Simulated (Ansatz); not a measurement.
Cost and result for the atomization energy of GaH$_{5}$Si (`[SiH3][GaH2]`) (7 atoms, 6 bonds).

```xyz
7

Si   -0.031   -0.791    0.667
Ga    0.007    1.064   -0.877
H    -0.766   -1.958    0.104
H    -0.647   -0.444    1.977
H     1.370   -1.232    0.930
H     0.249    0.813   -2.411
H    -0.182    2.547   -0.388
```

The species carries charge 0 and has multiplicity 1. Correlated methods include outer-core shells of Ga, which these sets cover unevenly. Scalar relativity is left out up to krypton. The structure was optimised at the PBE0-D4/def2-TZVP level. Program: Ansatz. All runs use 2 threads of a server CPU on a shared host. Times are those of one run each, without the atoms' runs, and a repeat can differ threefold. Electronic energies, without spin–orbit coupling; frozen cores. CCSD(T)/CBS adds CCSD(T) − MP2 in def2-TZVPP to the MP2 limit, and its time is that of the two runs behind it. T1 = 0.013. With those shells the extrapolation isn't a true limit. B3LYP takes the VWN-RPA correlation (the form of Gaussian; ORCA's B3LYP/G). HSE06 is the plane-wave form, built on full-range PBE exchange.

CCSD(T)/CBS is a level of theory with its own doubt, some kJ/mol a heavy atom from the limit and from the frozen cores, so smaller differences don't rank the functionals.

```json
{"level": "BLYP-D4/def2-TZVPP", "functions": "160", "wall time": "1 s", "atomization (kJ/mol)": "1689.1", "difference from CCSD(T)/CBS": "-48.5", "per bond": "-8.1"}
{"level": "revPBE-D4/def2-TZVPP", "functions": "160", "wall time": "1.1 s", "atomization (kJ/mol)": "1669.3", "difference from CCSD(T)/CBS": "-68.3", "per bond": "-11.4"}
{"level": "CCSD(T)/def2-SVP", "functions": "75", "wall time": "1.2 s", "atomization (kJ/mol)": "1630.6", "difference from CCSD(T)/CBS": "-107.0", "per bond": "-17.8"}
{"level": "BHLYP-D4/def2-TZVPP", "functions": "160", "wall time": "1.4 s", "atomization (kJ/mol)": "1716.5", "difference from CCSD(T)/CBS": "-21.1", "per bond": "-3.5"}
{"level": "HSE06-D4/def2-TZVPP", "functions": "160", "wall time": "1.8 s", "atomization (kJ/mol)": "1696.4", "difference from CCSD(T)/CBS": "-41.2", "per bond": "-6.9"}
{"level": "CAM-B3LYP-D4/def2-TZVPP", "functions": "160", "wall time": "1.8 s", "atomization (kJ/mol)": "1732.4", "difference from CCSD(T)/CBS": "-5.2", "per bond": "-0.9"}
{"level": "B3LYP-D4/def2-TZVPP (with forces)", "functions": "160", "wall time": "1.9 s", "atomization (kJ/mol)": "1720.2", "difference from CCSD(T)/CBS": "-17.4", "per bond": "-2.9"}
{"level": "B2PLYP/def2-TZVPP", "functions": "160", "wall time": "2.7 s", "atomization (kJ/mol)": "1700.4", "difference from CCSD(T)/CBS": "-37.2", "per bond": "-6.2"}
{"level": "ωB97X-V/def2-TZVPP", "functions": "160", "wall time": "3.8 s", "atomization (kJ/mol)": "1749.9", "difference from CCSD(T)/CBS": "12.3", "per bond": "2.0"}
{"level": "ωB97M-V/def2-TZVPP (with forces)", "functions": "160", "wall time": "5.5 s", "atomization (kJ/mol)": "1723.7", "difference from CCSD(T)/CBS": "-13.9", "per bond": "-2.3"}
{"level": "MP2/def2-QZVPP", "functions": "309", "wall time": "9.5 s", "atomization (kJ/mol)": "1688.0", "difference from CCSD(T)/CBS": "-49.6", "per bond": "-8.3"}
{"level": "CCSD(T)/def2-TZVPP", "functions": "160", "wall time": "14 s", "atomization (kJ/mol)": "1708.9", "difference from CCSD(T)/CBS": "-28.7", "per bond": "-4.8"}
{"level": "CCSD(T)/CBS(def2)", "functions": "–", "wall time": "23 s", "atomization (kJ/mol)": "1737.6", "difference from CCSD(T)/CBS": "0.0", "per bond": "0.0"}
```

From BLYP to BHLYP (50 % exact exchange), in def2-TZVPP and without D4, the atomization energy moves by +35.4 kJ/mol. At CCSD(T), def2-SVP lies −107.0 kJ/mol from the extrapolated value and def2-TZVPP −28.7 kJ/mol: correlation converges slowly with the basis, and small sets miss more of it in the bonded molecule than in its fragments. Leaving LDA and LC-ωPBE aside and taking each functional with its dispersion term where it has one, the values, not all of them listed here, spread over 84.5 kJ/mol, from revPBE-D4 to B97M-V. LDA lies +215.2 kJ/mol from PBE without D4, its usual overbinding.
